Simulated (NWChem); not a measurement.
System: BeNH$_{2}$Br; SMILES [Br][Be][NH2]

Here is an NWChem input.

```
start job
memory heap 200 mb stack 900 mb global 1100 mb
geometry units angstroms noautoz
  Be     0.000304     1.135958     0.000000
  Br     0.001031    -0.842629     0.000000
  N     -0.000678     2.634188     0.000000
  H     -0.002631     3.216783    -0.828102
  H     -0.002631     3.216783     0.828102
end
basis spherical
  * library def2-svp
end
dft
  xc xtpss03 ctpss03
  iterations 150
  mulliken
end
task dft energy
```

All runs use the structure optimised with B3LYP/6-31G* (spherical d).

Q: What results follow from this input? (TPSS/def2-SVP.) Quantities: energy (Ha); highest occupied level (eV); orbital gap (eV); dipole (D).

A: The energy (Ha) comes out as -2644.52 and the highest occupied level (eV) is -6.10. The orbital gap (eV) is 5.63 and the dipole (D) is 2.42.
